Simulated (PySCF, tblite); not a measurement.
Isomers of C4H12PSi2 (doublet state). Computed values, GFN2-xTB/tblite, gas phase, harmonic and unscaled. Errors from tens to a few hundred cm⁻¹ against measured bands are possible. Modes of hydrogen on phosphorus and silicon can be 10 to 20 % off. One conformer each. Open shells enter through the occupations alone, without spin polarisation, and single modes of such species can be off by tens of per cent.

Electronic energies: B3LYP/pcH-1 single points on the GFN2-xTB geometries (PySCF, gas phase).

```
                      SMILES  electronic energy, lowest = 0 (kcal/mol)
C=C[C@@H](C)[SiH2][SiH2][PH]                                      19.8
          C[Si]1CCC[Si@@H]1P                                       0.0
      C=C[C](C)[SiH2][SiH2]P                                      22.3
```

**Question.** How do GFN2-xTB zero-point energies change the relative energies?

**Answer.** 
```tsv
SMILES	ZPE (kcal/mol)	of it from modes above 1550 cm⁻¹	electronic (kcal/mol)	with ZPE, lowest = 0 (kcal/mol)	lowest mode (cm⁻¹)	rings
C[Si]1CCC[Si@@H]1P	91.7	48.1	0.0	0.0	45	1
C=C[C@@H](C)[SiH2][SiH2][PH]	86.2	48.6	19.8	14.3	35	0
C=C[C](C)[SiH2][SiH2]P	83.9	45.2	22.3	14.4	2	0
```

The zero-point energies span 7.8 kcal/mol, from `C=C[C](C)[SiH2][SiH2]P` to `C[Si]1CCC[Si@@H]1P`. The order is unchanged.

**Question.** And how do the electronic energies of GFN2-xTB itself compare?

**Answer.** `C[Si]1CCC[Si@@H]1P` 0.0; `C=C[C@@H](C)[SiH2][SiH2][PH]` 8.5; `C=C[C](C)[SiH2][SiH2]P` 14.3 kcal/mol, lowest = 0. Against the energies above, taken from the same isomer `C[Si]1CCC[Si@@H]1P`, the largest difference is 11.3 kcal/mol.
